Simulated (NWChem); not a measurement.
System: Si₂H₅O₂Cl; SMILES O[Si@H](O[SiH3])Cl

```xyz
10

O      1.7402     1.4342    -0.4153
Si     0.5368     0.6848     0.4152
Cl    -1.3103     1.4985    -0.0989
O      0.4845    -0.9131     0.0975
Si    -0.2878    -2.3684    -0.1090
H      1.7221     1.3947    -1.3822
H      0.7904     0.9539     1.8357
H     -1.2556    -2.6028     0.9932
H      0.7428    -3.4350    -0.1025
H     -1.0082    -2.3832    -1.4075
```
Atoms are numbered in this order, from 1.

Program: NWChem. Medium grid unless said otherwise, to which SCAN and Minnesota functionals are sensitive. Structure relaxed at the B3LYP/6-31G* (spherical d) level. Hybrids' shares of exact exchange are those that their runs print; pure functionals count as 0. The functionals differ in more than this share.

```csv
row,share of exact exchange,orbital gap (eV)
PBE/def2-TZVP,0.00,6.59
"LDA (Slater exchange, VWN5)/def2-TZVP",0.00,6.47
TPSSh/def2-TZVP,0.10,withheld
B3LYP/def2-TZVP,0.20,8.47
PW6B95/def2-TZVP,0.28,9.06
M06-2X/def2-TZVP,0.54,11.16
```

Question: Fit a straight line of the last column on the one before it, predict the withheld value, and compare with the run.

Answer: 
1. Means of the 5 shown rows: x = 0.204, y = 8.350. Slope Σ(x − x̄)(y − ȳ)/Σ(x − x̄)² = 1.740/0.2019 = 8.618; intercept 6.592.
2. The shown rows scatter about the line by 0.099 (root mean square); the largest residual is +0.15, at B3LYP/def2-TZVP.
3. At x = 0.10 (TPSSh/def2-TZVP; inside the shown range) the line gives 7.45.
4. The run gives 7.89, +0.44 from the line, 4.4 times the scatter.
